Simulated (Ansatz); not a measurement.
Reaction (substitution at a C–Si bond): `N=C(N)[SiH3]` + CH₃SH → `CSC(=N)N` + SiH₄

Gas-phase electronic energies from Ansatz, PBE0-D4/def2-TZVP geometries. CBS: MP2 limit from def2 TZ/QZ plus the TZ coupled-cluster correction, frozen cores. This one scheme is used for every species. Functionals use def2-TZVPP. Each species was taken in one conformer, which may not be the lowest.

`N=C(N)[SiH3]`:

Cartesian coordinates in Å:
```
N 1.306 0.706 -0.819
C 0.441 -0.034 -0.243
N 0.461 -1.398 -0.137
Si -1.063 0.903 0.436
H 2.091 0.171 -1.200
H 1.297 -1.901 -0.391
H -0.155 -1.855 0.510
H -1.904 1.368 -0.693
H -1.876 -0.012 1.289
H -0.600 2.051 1.248
```

CH₃SH:

```xyz
6

C    -0.014   -0.463   -0.164
S    -0.555    0.938    0.840
H    -0.116   -0.255   -1.228
H    -0.674   -1.292    0.092
H     1.010   -0.750    0.069
H     0.349    1.822    0.392
```

`CSC(=N)N`:

Cartesian coordinates in Å:
```
C -0.260 -1.694 -0.408
S 1.004 -0.767 0.478
C 0.400 0.902 0.497
N 0.851 1.775 1.299
N -0.601 1.204 -0.390
H -1.250 -1.489 -0.003
H -0.241 -1.501 -1.482
H -0.020 -2.746 -0.249
H 1.497 1.377 1.972
H -0.799 2.193 -0.428
H -0.581 0.746 -1.285
```

SiH₄:

Cartesian coordinates in Å:
```
Si 0.000 0.000 0.000
H -0.934 1.081 0.402
H 0.260 0.088 -1.459
H -0.604 -1.319 0.316
H 1.278 0.149 0.740
```

| level | ΔE (kcal/mol) |
| --- | --- |
| PBE | -0.8 |
| SCS-MP2/def2-TZVPP | -0.2 |
| CCSD/def2-TZVPP | 0.9 |
| MP2/CBS(def2) | -0.8 |

Question: What does CCSD(T)/CBS give? (Best estimate.)

Answer: Ansatz gave: +0.3 kcal/mol. The listed levels differ from it by -1.1, -0.5, 0.6, -1.1 kcal/mol.

Largest T1 diagnostic among the species: 0.014.

In def2-TZVPP, CCSD(T) changes the Hartree–Fock value by −1.8 kcal/mol (the triples alone add −0.8 kcal/mol) and MP2 by −2.9 kcal/mol. The D4 term adds −1.0 kcal/mol with B3LYP and −0.5 kcal/mol with PBE0; it sums over pairs of atoms, weighted by their polarisabilities, and B3LYP, whose exchange is more repulsive, gets the larger term.

B3LYP here is the variant with VWN-RPA as its local correlation; programs differ in this.
